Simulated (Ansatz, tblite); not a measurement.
Removing an electron: [RuNF4]- (RuNF₄⁻). The state is a singlet with charge -1. Geometry: r2SCAN-D4/def2-SVPD. Ansatz, gas phase; energy differences of separate SCF runs; the oxidised species was run as a doublet alone.

Cartesian coordinates in Å:
```
Ru 0.0258 0.0193 -0.1155
N 0.3663 0.2734 -1.6416
F 1.5805 -0.7535 0.7003
F -0.7114 -1.7463 0.0235
F -1.7764 0.6072 0.1783
F 0.5153 1.5999 0.8550
```

In the def2 sets Ru takes a core potential; there is no spin–orbit coupling. The xTB rows come from tblite.

```tsv
level	−HOMO (eV)	vertical IE (eV)	−LUMO (eV)	HOMO–LUMO gap (eV)
GFN1-xTB	6.98	10.59	4.78	2.20
GFN2-xTB	7.29	10.77	5.13	2.16
PBE-D4/def2-TZVPD	0.84	4.30	-1.08	1.92
r2SCAN-D4/def2-TZVPD	1.23	4.51	-1.06	2.29
PBE0-D4/def2-TZVPD	2.98	5.07	-1.76	4.74
```

  Raw xTB energy differences between charge states are shifted by several eV; the methods need an empirical correction for them.
